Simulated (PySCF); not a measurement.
This PySCF input asks for the NMR shieldings of GaH2(OMe) (SMILES [H][Ga]([H])[O]C); the geometry comes from PBE0-D3(BJ)/def2-SVP.

```python
import basis_set_exchange as bse
import numpy as np
from pyscf import gto, dft
from pyscf.prop import nmr

atoms = """
Ga    0.577342    1.307664    0.735545
H     2.048193    0.798514    0.555010
H     0.028761    2.606532    1.395773
O    -0.705445    0.249925    0.090569
C    -0.517659   -0.972162   -0.552248
H    -0.930765   -0.939710   -1.576974
H    -1.047010   -1.778876   -0.013236
H     0.546593   -1.271886   -0.634439
"""
names = {"Ga": "pcSseg-2", "H": "pcSseg-1", "O": "pcSseg-1", "C": "pcSseg-1"}
basis = {el: gto.basis.parse(bse.get_basis(n, elements=[el], fmt="nwchem")) for el, n in names.items()}
mol = gto.M(atom=atoms, basis=basis, charge=0, verbose=0)
mf = dft.RKS(mol, xc="PBE0")
mf.grids.level = 2
mf.grids.alignment = dft.numint.BLKSIZE   # the property module wants whole blocks of grid points
mf.conv_tol = 1e-9
mf.kernel()

calc = nmr.RKS(mf)   # GIAO
C = mf.mo_coeff
Co = C[:, mf.mo_occ > 0]
resp = mf.gen_response(singlet=True, hermi=2)
def vind(x):   # induced exchange potential for any number of trial vectors
    d = np.einsum("pi,xij,qj->xpq", C, 2 * x.reshape(-1, C.shape[1], Co.shape[1]), Co, optimize=True)
    return np.einsum("xpq,pi,qj->xij", resp(d - d.transpose(0, 2, 1)), C, Co, optimize=True).ravel()
mo1, _ = nmr.rhf.solve_mo1(calc, with_cphf=vind)
sigma = calc.kernel(mo1)
for i, s in enumerate(sigma):   # ppm
    print("%2d %-2s %9.2f" % (i, mol.atom_pure_symbol(i), np.trace(s) / 3))
```

Task: What are the results?

Result: 
```
 0 Ga   1339.12
 1 H      25.69
 2 H      25.91
 3 O     201.56
 4 C     124.59
 5 H      27.15
 6 H      27.15
 7 H      27.16
```

These numbers come from an equivalent density-fitted implementation of the same equations, which agrees with the script to about 0.01 ppm for H and up to a few tenths of a ppm for heavy atoms, so last digits may differ.

Task: Turn these shieldings into chemical shifts. Shifts are taken against calculated references (same method and geometry level): $^{71}$Ga (σref 1817.03) vs [Ga(H2O)6]3+; TMS for $^{1}$H (σref 31.27) and $^{13}$C (σref 184.41); $^{17}$O (σref 334.56) against H2O.

Result: Averaging equivalent atoms: Ga 0: 478; H 1/2: 5.47; H 5/6/7: 4.11; O 3: 133.0; C 4: 59.8 ppm. Experimental scales use liquid or dissolved standards, which lie at an offset from isolated H2O (liquid H2O: subtract about 36 ppm).

Relativistic effects, spin–orbit coupling among them, are left out; they matter for Ga and for the light atoms bonded to it.

Size and cost of the density-fitted run: 122 basis functions, 8.3 s wall time on 1 thread of an Arm Neoverse V1, shared host.
